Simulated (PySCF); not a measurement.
## A ladder of Hamiltonians for Nb²⁷⁺ (niobium, charge +27)

Occupied: 1s1/2, 2s1/2, 2p1/2, 2p3/2, 3s1/2, 3p1/2. Hartree-Fock calculated with PySCF 2.14 in an uncontracted even-tempered set (17 s from 1.7 bohr⁻², ratio 2.7; 13 p from 2.1 bohr⁻², ratio 2.7), Gaussian nucleus throughout. NR is non-relativistic, sf-X2C the spin-free one-electron X2C Hamiltonian, X2C adds the bare one-electron spin-orbit term, X2C-SNSO screens it by Boettger's factors, DC is four-component Dirac-Coulomb, and the Gaunt and Breit terms are added at first order (total energies over the DC spinors, levels after relaxing the spinors in that mean field). QED terms are absent. Levels marked empty are virtual spinors of this ion; the basis has s and p functions only, so 3d, which can lie below the n = 4 levels, is absent.

```json
{"Hamiltonian": "X2C", "E (hartree)": "-3306.4096", "E − E(DC) (hartree)": "0.6383", "CPU seconds": "0.35"}
{"Hamiltonian": "X2C-SNSO", "E (hartree)": "-3306.3106", "E − E(DC) (hartree)": "0.7372", "CPU seconds": "0.35"}
{"Hamiltonian": "DC", "E (hartree)": "-3307.0478", "E − E(DC) (hartree)": "0.0000", "CPU seconds": "14"}
{"Hamiltonian": "DC+Gaunt", "E (hartree)": "-3304.7929", "E − E(DC) (hartree)": "2.2550", "CPU seconds": "24"}
{"Hamiltonian": "DC+Breit", "E (hartree)": "-3304.9953", "E − E(DC) (hartree)": "2.0526", "CPU seconds": "69"}
```

Task: Give the 2p spin-orbit interval with each Hamiltonian that has one.

Result: X2C 111.9; X2C-SNSO 106.6; DC 106.0; DC+Gaunt 104.3; DC+Breit 104.3 (eV).

| level (eV) | X2C | X2C-SNSO | DC | DC+Gaunt | DC+Breit |
| --- | --- | --- | --- | --- | --- |
| 1s1/2 | -20417.4 | -20417.6 | -20430.5 | -20394.7 | -20397.0 |
| 2s1/2 | -4015.1 | -4015.2 | -4016.6 | -4013.4 | -4013.6 |
| 2p1/2 | -3799.4 | -3795.9 | -3796.3 | -3790.6 | -3791.2 |
| 2p3/2 | -3687.5 | -3689.2 | -3690.2 | -3686.3 | -3686.9 |
| 3s1/2 | -1505.0 | -1505.0 | -1505.3 | -1504.6 | -1504.7 |
| 3p1/2 | -1435.9 | -1435.1 | -1435.2 | -1433.8 | -1434.0 |
| 3p3/2 (empty) | -1353.4 | -1353.8 | -1354.0 | -1353.2 | -1353.3 |
| 4s1/2 (empty) | -743.78 | -743.79 | -743.89 | -743.63 | -743.67 |

Weight of the small component: 1s1/2 0.0223, 2s1/2 0.00472, 2p1/2 0.00467, 2p3/2 0.00452, 3s1/2 0.00165, 3p1/2 0.00161, 3p3/2 0.00154, 4s1/2 0.000734.

Koopmans' value for the highest occupied level at DC+Breit: 1434.0 eV, against an ionisation energy of 1439 ± 3 eV (semi-empirical (NIST evaluation); NIST Atomic Spectra Database, ionization energies); the former lacks relaxation, correlation, QED and recoil.

The whole ladder took 110 s of wall time on 1 thread of Neoverse-N1 (shared host), launched as `OMP_NUM_THREADS=1 python relrun2.py TASK.json OUT` (a driver that calls PySCF for each Hamiltonian).
